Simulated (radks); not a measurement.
Gd I, configuration [Xe] 4f7 5d1 6s1 7f1 (not the ground configuration). Method: scalar-relativistic Kohn-Sham, LDA (Slater exchange, Perdew-Wang correlation), spin-polarised, spherical densities, point nucleus; open shells are filled with parallel spins first (spin-orbit coupling, left out, can overturn this in heavy ions); computed with a radial shooting solver on a logarithmic mesh with Libxc functionals.

Normalised radial functions P(r) = r R(r), r in bohr:

| r | 5p down | 4f up | 4f down |
|---|---|---|---|
| 0.00637 | 0.0219 | 0.0000 | 0.0000 |
| 0.007718 | 0.0299 | 0.0000 | 0.0000 |
| 0.009277 | 0.0400 | 0.0000 | 0.0000 |
| 0.01124 | 0.0537 | 0.0000 | 0.0000 |
| 0.01362 | 0.0710 | 0.0001 | 0.0001 |
| 0.0165 | 0.0925 | 0.0002 | 0.0002 |
| 0.01984 | 0.1167 | 0.0004 | 0.0004 |
| 0.02404 | 0.1451 | 0.0008 | 0.0007 |
| 0.02912 | 0.1742 | 0.0015 | 0.0015 |
| 0.03529 | 0.2001 | 0.0029 | 0.0029 |
| 0.04276 | 0.2161 | 0.0057 | 0.0055 |
| 0.05139 | 0.2143 | 0.0104 | 0.0102 |
| 0.06227 | 0.1854 | 0.0192 | 0.0188 |
| 0.07546 | 0.1213 | 0.0345 | 0.0338 |
| 0.09143 | 0.0211 | 0.0603 | 0.0590 |
| 0.1108 | -0.1041 | 0.1016 | 0.0994 |
| 0.1332 | -0.2221 | 0.1618 | 0.1582 |
| 0.1613 | -0.3031 | 0.2517 | 0.2461 |
| 0.1955 | -0.2969 | 0.3732 | 0.3648 |
| 0.2369 | -0.1772 | 0.5245 | 0.5124 |
| 0.287 | 0.0398 | 0.6951 | 0.6786 |
| 0.345 | 0.2746 | 0.8570 | 0.8360 |
| 0.418 | 0.4451 | 0.9965 | 0.9716 |
| 0.5065 | 0.4441 | 1.0775 | 1.0512 |
| 0.6137 | 0.2389 | 1.0834 | 1.0590 |
| 0.7436 | -0.1155 | 1.0157 | 0.9967 |
| 0.8939 | -0.4863 | 0.8963 | 0.8860 |
| 1.083 | -0.7856 | 0.7376 | 0.7394 |
| 1.312 | -0.9167 | 0.5685 | 0.5833 |
| 1.59 | -0.8690 | 0.4101 | 0.4352 |
| 1.927 | -0.6936 | 0.2764 | 0.3065 |
| 2.316 | -0.4793 | 0.1770 | 0.2068 |
| 2.806 | -0.2764 | 0.1028 | 0.1284 |
| 3.4 | -0.1329 | 0.0543 | 0.0738 |
| 4.12 | -0.0521 | 0.0255 | 0.0388 |
| 4.992 | -0.0160 | 0.0103 | 0.0181 |
| 6 | -0.0039 | 0.0036 | 0.0076 |
| 7.27 | -0.0007 | 0.0009 | 0.0026 |
| 8.809 | -0.0001 | 0.0002 | 0.0007 |
| 10.67 | 0.0000 | 0.0000 | 0.0001 |
| 12.83 | 0.0000 | 0.0000 | 0.0000 |
| 15.55 | 0.0000 | 0.0000 | 0.0000 |
| 18.84 | 0.0000 | 0.0000 | 0.0000 |
| 22.82 | 0.0000 | 0.0000 | 0.0000 |
| 27.65 | 0.0000 | 0.0000 | 0.0000 |
| 33.24 | 0.0000 | 0.0000 | 0.0000 |
| 40.28 | 0.0000 | 0.0000 | 0.0000 |
| 48.8 | 0.0000 | 0.0000 | 0.0000 |
| 59.13 | 0.0000 | 0.0000 | 0.0000 |
| 71.65 | 0.0000 | 0.0000 | 0.0000 |
| 86.12 | 0.0000 | 0.0000 | 0.0000 |
| 104.4 | 0.0000 | 0.0000 | 0.0000 |
| 126.4 | 0.0000 | 0.0000 | 0.0000 |

5p down: eigenvalue -31.023 eV, 3 radial nodes at r = 0.0946, 0.278, 0.702 bohr, <r> = 1.58 bohr, 90 % of the charge inside 2.32 bohr. 4f up: eigenvalue -16.056 eV, 0 radial nodes, <r> = 0.853 bohr, 90 % of the charge inside 1.45 bohr. 4f down (empty): eigenvalue -10.803 eV, 0 radial nodes, <r> = 0.896 bohr, 90 % of the charge inside 1.56 bohr.
